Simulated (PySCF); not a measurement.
These are PBE0-D3(BJ)/def2-TZVP (PySCF 2.14.0) values and carry that method's errors. All species are isolated molecules in the gas phase. One relaxed conformer stands for a flexible species; it need not be the lowest. Delta-SCF ions had no search for a lower state. Excitations are Tamm–Dancoff values on a coarser integration grid. The basis has no diffuse functions, so Rydberg states are missing or too high.

Reference species (SMILES): `[NH2][GaH][NH2]` (neutral, multiplicity 1).

The S1 excitation (TDA) comes out as 5.87 eV. The vertical ionisation energy (Delta-SCF) is 8.79 eV and the S1–T1 gap (TDA) is 0.75 eV.

Changed species: `[NH2][Ga]([NH2])[NH2]` (0 of 3 NH2 replaced by H; the reference has 1 of 3 NH2 replaced by H).

Question: Give the shifts of the S1 excitation (TDA), vertical ionisation energy (Delta-SCF) and S1–T1 gap (TDA).

Answer: the S1 excitation (TDA) falls by 0.26 eV, to 5.61 eV; the vertical ionisation energy (Delta-SCF) rises by 0.04 eV, to 8.83 eV; the S1–T1 gap (TDA) decreases by 0.31 eV, to 0.44 eV.
